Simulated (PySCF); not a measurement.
Computed shifts of a molecule C₃H₉FSi₂, HF/pcSseg-1 (PySCF), GIAO, gas phase, atoms alike by connectivity averaged where their shifts nearly agree, in ppm (number of nuclei): ¹⁹F: -165.9 (1). ²⁹Si: 4.3 (1), -45.2 (1). ¹³C: 8.3 (1), 3.3 (1), -20.6 (1). ¹H: 4.88 (1), 3.99 (1), 3.98 (3), 1.04 (1), 0.97 (1), 0.76 (1), 0.57 (1). References: ¹⁹F against CFCl3 (σ = 238.5 ppm); ²⁹Si against TMS (σ = 393.8 ppm); ¹³C against TMS (σ = 192.6 ppm); ¹H against TMS (σ = 31.99 ppm), references at their B3LYP-D3(BJ)/def2-TZVP geometries, non-relativistic. Geometry optimised at ωB97X-D3(BJ)/def2-SVP. The values are those of a single conformer.

Task: Which molecule gave these data?
A) C[SiH2]/C=C(\F)[SiH3]
B) F[C@H]([SiH3])/C=C/[SiH3]
C) C=C[SiH2][SiH2]CF
D) F[SiH2]C1([SiH3])CC1

Result: D, F[SiH2]C1([SiH3])CC1
